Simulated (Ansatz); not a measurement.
Cost and result for the atomization energy of `F[Si]1([SeH])CO1` (8 atoms, 8 bonds).

The species carries charge 0 and has multiplicity 1. Correlated methods include outer-core shells of Se, which these sets cover unevenly. Scalar relativity is left out up to krypton. Geometry: relaxed with PBE0-D4/def2-TZVP. It is one conformer, not always the lowest. Program: Ansatz. All runs use 4 threads of an Arm Neoverse V1 on a shared host. Times are those of one run each, without the atoms' runs, and a repeat can differ threefold. Electronic energies, without spin–orbit coupling; frozen cores. CCSD(T)/CBS adds CCSD(T) − MP2 in def2-TZVPP to the MP2 limit, and its time is that of the two runs behind it. T1 = 0.012. With those shells the extrapolation isn't a true limit. B3LYP takes the VWN-RPA correlation (the form of Gaussian; ORCA's B3LYP/G).

CCSD(T)/CBS is a level of theory with its own doubt, some kJ/mol a heavy atom from the limit and from the frozen cores, so smaller differences don't rank the functionals.

```
                             level  functions  wall time
   PBE-D4/def2-TZVPP (with forces)        225      2.6 s
                PBE0-D4/def2-TZVPP        225      3.4 s
 B3LYP-D4/def2-TZVPP (with forces)        225      5.5 s
r2SCAN-D4/def2-TZVPP (with forces)        225        6 s
                 B2PLYP/def2-TZVPP        225      6.5 s
                ωB97X-V/def2-TZVPP        225      8.5 s
  ωB97M-V/def2-TZVPP (with forces)        225       13 s
                    MP2/def2-QZVPP        420       22 s
                CCSD(T)/def2-TZVPP        225      3 min
                 CCSD(T)/CBS(def2)          –    3.4 min
```

What atomization energy does each give, and how far from CCSD(T)/CBS? (Estimate.)

Computed: 
```csv
level,atomization (kJ/mol),difference from CCSD(T)/CBS,per bond
PBE-D4/def2-TZVPP (with forces),3057.9,62.1,7.8
PBE0-D4/def2-TZVPP,2971.4,-24.4,-3.1
B3LYP-D4/def2-TZVPP (with forces),2958.2,-37.6,-4.7
r2SCAN-D4/def2-TZVPP (with forces),3003.1,7.3,0.9
B2PLYP/def2-TZVPP,2938.4,-57.4,-7.2
ωB97X-V/def2-TZVPP,2993.6,-2.2,-0.3
ωB97M-V/def2-TZVPP (with forces),2982.8,-13.0,-1.6
MP2/def2-QZVPP,3052.0,56.2,7.0
CCSD(T)/def2-TZVPP,2893.4,-102.4,-12.8
CCSD(T)/CBS(def2),2995.8,0.0,0.0
```

From PBE to PBE0 (25 % exact exchange), in def2-TZVPP and without D4, the atomization energy moves by −83.5 kJ/mol: exact exchange takes away binding that semilocal exchange gives to molecules. The D4 term adds +32.3 kJ/mol with B3LYP and +16.7 kJ/mol with PBE0; it sums over pairs of atoms, weighted by their polarisabilities, and B3LYP, whose exchange is more repulsive, gets the larger term. In def2-TZVPP, CCSD(T) changes the Hartree–Fock value by +847.9 kJ/mol (the triples alone add +61.8 kJ/mol) and MP2 by +945.1 kJ/mol; breaking electron pairs costs correlation energy, which Hartree–Fock lacks.
